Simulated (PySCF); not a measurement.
# Calculated NMR parameters of O=C1C=CC(=O)C1[SiH3]

- Formula: C5H6O2Si
- SMILES: O=C1C=CC(=O)C1[SiH3]
- InChI: InChI=1S/C5H6O2Si/c6-3-1-2-4(7)5(3)8/h1-2,5H,8H3
- Point group of the computed structure: Cs
- Degrees of unsaturation: 4
- Carbon signals: 3
- Proton signals: 3

Numbering as in the mapped SMILES `[O:1]=[C:2]1[CH:3]=[CH:4][C:5](=[O:6])[CH:7]1[SiH3:8]`; H(Xn) means a hydrogen on atom n.

Method: geometry from GFN2-xTB, PBE0/pcSseg-1 with gauge-including orbitals, in PySCF 2.14.0 with density-fitted response routines (one conformer, isolated molecule, non-relativistic Hamiltonian, rapidly exchanging positions averaged).

Shifts are taken against calculated references (same method and geometry level): 1H (σref 31.72) and 13C (σref 186.93) and 29Si (σref 349.16) vs TMS; H2O for 17O (σref 336.08).

| carbon | δC, type | δH (multiplicity) | HMBC from (2–3 bonds) | span of the C tensor (ppm) |
| --- | --- | --- | --- | --- |
| C2/C5 | 208.3, C | – | H(C3)/H(C4), H(Si8), H(C7) | 177 |
| C3/C4 | 153.8, CH | 7.17 (s) | H(C3)/H(C4), H(C7) | 228 |
| C7 | 47.3, CH | 2.84 (m) | H(C3)/H(C4), H(Si8) | 14 |

Other nuclei:
```csv
atoms,nucleus,environment,δ (ppm),σ (ppm)
H(Si8),1H,hydrogen on a silicon bonded to C,3.96,27.75
Si8,29Si,"silicon bonded to C, 3 H",-56.2,405.4
O1/O6,17O,ketone oxygen,685.2,-349.2
```

Carbon types of the structure: 2 × C, 3 × CH, leaving 3 H on heteroatoms. δC 208.3: ketone carbonyl carbon; the double bond to the heteroatom, with no lone-pair donor beside it, deshields it most. δC 153.8: β carbon of a C=C–C=O unit; conjugation with the carbonyl draws π density from the β position. δC 47.3: sp3 CH bonded to Si, α to a carbonyl; the adjacent C=O deshields it moderately. δH 7.17: hydrogen on a β carbon of a C=C–C=O unit; attached to an sp2 carbon and in the plane of the double bond. δH 2.84: hydrogen on an sp3 CH bonded to Si, α to a carbonyl; α to C=O.

Shifts are as computed. Against solution values, carbons near 30 ppm lie about +3 ppm off and those near 130 ppm about +5 ppm. Of 1211 compounds with measured shifts, 218 miss one by over three times the rms of a fit or turn the order of signals round; such compounds aren't used in these exercises. Unscaled 17O shifts of doubly bonded oxygen tend to come out too high, by tens of ppm or more. Experimental scales use liquid or dissolved standards, which lie at an offset from isolated H2O (liquid H2O: subtract about 36 ppm). No couplings were computed; multiplicities are counted from neighbouring protons, with m where these are inequivalent, close in shift, in a saturated or five-membered ring or joined by F or P, and br s for small geminal =CH2 splittings.
